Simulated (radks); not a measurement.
Cu4+, configuration [Ar] 3d7. All-electron calculation, scalar-relativistic Kohn-Sham, BLYP, spin-unpolarised, spherical densities, finite nucleus; Fermi nuclear charge, rms radius 3.8823 fm. Program: a radial shooting solver on a logarithmic mesh with Libxc functionals.

Radial electron density D(r) = 4 pi r^2 rho(r):

r (bohr),D(r) (e/bohr)
0.001952,0.8199
0.002461,1.253
0.003129,1.926
0.003946,2.891
0.005016,4.343
0.006377,6.416
0.008042,9.168
0.01022,12.92
0.01289,17.42
0.01639,22.77
0.02067,28.06
0.02628,32.65
0.03314,35.11
0.04212,34.78
0.05355,31.92
0.06753,28.84
0.08585,28.45
0.1083,32.34
0.1376,38.26
0.1736,40.10
0.2207,34.10
0.2783,24.04
0.3538,17.71
0.4497,19.04
0.5672,21.92
0.721,19.66
0.9093,12.94
1.156,6.102
1.458,2.204
1.853,0.5693
2.337,0.1095
2.971,0.01193

D(r) has 3 maxima, at r = 0.0365, 0.165, 0.590 bohr, and minima at 0.0780, 0.377 bohr, inside which lie 2.10, 10.83 electrons.
